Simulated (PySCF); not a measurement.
InFCl₂, SMILES [F][In]([Cl])[Cl]. Atoms are numbered in the order given.

```xyz
4

In     0.0000     0.0000    -0.2183
F      0.0000     0.0000    -2.1815
Cl     0.0000    -2.0558     0.8921
Cl     0.0000     2.0558     0.8921
```
Charge 0, spin multiplicity 1.

Geometry optimised at PBE-D3(BJ)/def2-SVP. The def2 effective core potentials stand for the cores of In; spin–orbit coupling is left out.

Calculation: C-PCM-M06-2X/def2-SVP (PySCF 2.14.0).

The values are the electrostatic part of the solvation free energy, E(continuum) − E(gas) at the gas-phase geometry, in a cavity of scaled van der Waals radii (PySCF's table); cavitation and dispersion terms are not included. A continuum can't describe solvent molecules that bind to the metal. In vacuum the orbital gap is 8.48 eV. The dipole moment in vacuum is 0.91 D.

Computed values in water (ε = 78.36), methanol (ε = 32.61), 2-propanol (ε = 19.26):
```tsv
solvent	ε	ΔG(elec) (kcal/mol)	dipole (D)	gap (eV)
water	78.36	-11.0	0.85	8.74
methanol	32.61	-10.8	0.86	8.73
2-propanol	19.26	-10.5	0.86	8.73
```
